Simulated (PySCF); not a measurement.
Molfile (atoms numbered from 1):
```
C7H12Si
     RDKit          3D

 20 20  0  0  0  0  0  0  0  0999 V2000
    2.7893   -0.2607   -0.6509 C   0  0  0  0  0  0  0  0  0  0  0  0
    2.2157    0.6469    0.1451 C   0  0  0  0  0  0  0  0  0  0  0  0
    0.8765    1.2672   -0.0666 C   0  0  0  0  0  0  0  0  0  0  0  0
   -0.4371    0.4801    1.0526 Si  0  0  0  0  0  4  0  0  0  0  0  0
   -0.7787   -1.3122    0.5363 C   0  0  0  0  0  0  0  0  0  0  0  0
   -2.0857   -1.1783   -0.2014 C   0  0  0  0  0  0  0  0  0  0  0  0
   -2.7547   -0.0160   -0.1459 C   0  0  0  0  0  0  0  0  0  0  0  0
   -2.1796    1.1261    0.6528 C   0  0  0  0  0  0  0  0  0  0  0  0
    2.3110   -0.5899   -1.5795 H   0  0  0  0  0  0  0  0  0  0  0  0
    3.7598   -0.7002   -0.4068 H   0  0  0  0  0  0  0  0  0  0  0  0
    2.7413    0.9408    1.0631 H   0  0  0  0  0  0  0  0  0  0  0  0
    0.9001    2.3509    0.1413 H   0  0  0  0  0  0  0  0  0  0  0  0
    0.5353    1.1354   -1.1074 H   0  0  0  0  0  0  0  0  0  0  0  0
   -0.0282    0.6460    2.4830 H   0  0  0  0  0  0  0  0  0  0  0  0
   -0.8722   -1.9950    1.3995 H   0  0  0  0  0  0  0  0  0  0  0  0
    0.0229   -1.7305   -0.0966 H   0  0  0  0  0  0  0  0  0  0  0  0
   -2.4859   -2.0282   -0.7662 H   0  0  0  0  0  0  0  0  0  0  0  0
   -3.7128    0.1060   -0.6642 H   0  0  0  0  0  0  0  0  0  0  0  0
   -2.1771    2.0700    0.0811 H   0  0  0  0  0  0  0  0  0  0  0  0
   -2.7774    1.3212    1.5612 H   0  0  0  0  0  0  0  0  0  0  0  0
  1  2  2  0
  2  3  1  0
  3  4  1  0
  4  5  1  0
  5  6  1  0
  6  7  2  0
  7  8  1  0
  8  4  1  0
  1  9  1  0
  1 10  1  0
  2 11  1  0
  3 12  1  0
  3 13  1  0
  4 14  1  0
  5 15  1  0
  5 16  1  0
  6 17  1  0
  7 18  1  0
  8 19  1  0
  8 20  1  0
M  END
```

Geometry: PBE0-D3(BJ)/def2-SVP; GIAO shifts from PySCF, gas phase, non-relativistic, averaged over equivalent atoms.

At PBE0/pcSseg-1 (203 basis functions, 35 s wall time on 1 thread of an Arm Neoverse V1, shared host):
| atoms | δ (ppm) |
| --- | --- |
| C2 | 143.1 |
| C6/C7 | 140.6 |
| C1 | 120.9 |
| C3 | 23.6 |
| C5/C8 | 15.9 |
| Si4 | -2.3 |
| H17/H18 | 6.08 |
| H11 | 5.98 |
| H9 | 5.19 |
| H10 | 5.18 |
| H14 | 4.45 |
| H12/H13 | 1.57 |
| H15/H20 | 1.54 |
| H16/H19 | 1.42 |

References, each an isolated molecule treated in the same way: TMS for $^{13}$C (σ = 184.41 ppm), $^{29}$Si (σ = 351.99 ppm), $^{1}$H (σ = 31.27 ppm).

**Question.** What do these become at PBE/pcSseg-1?

**Answer.** 
```tsv
atoms	δ at PBE/pcSseg-1	change
C2	141.2	-1.9
C6/C7	138.8	-1.8
C1	118.3	-2.6
C3	26.2	+2.6
C5/C8	18.0	+2.1
Si4	-4.0	-1.7
H17/H18	6.06	-0.02
H11	5.96	-0.02
H9	5.12	-0.07
H10	5.11	-0.07
H14	4.55	+0.10
H12/H13	1.66	+0.09
H15/H20	1.68	+0.14
H16/H19	1.55	+0.13
```

Scale: TMS for $^{13}$C (σref 180.03), $^{29}$Si (σref 334.61), $^{1}$H (σref 31.20) (reference shieldings calculated alike).

The largest change is at C3 (allylic sp3 CH2 bonded to Si). Cost: 203 basis functions, 47 s wall time on 1 thread of an Arm Neoverse V1, shared host. The order of the carbon signals is the same at both levels.
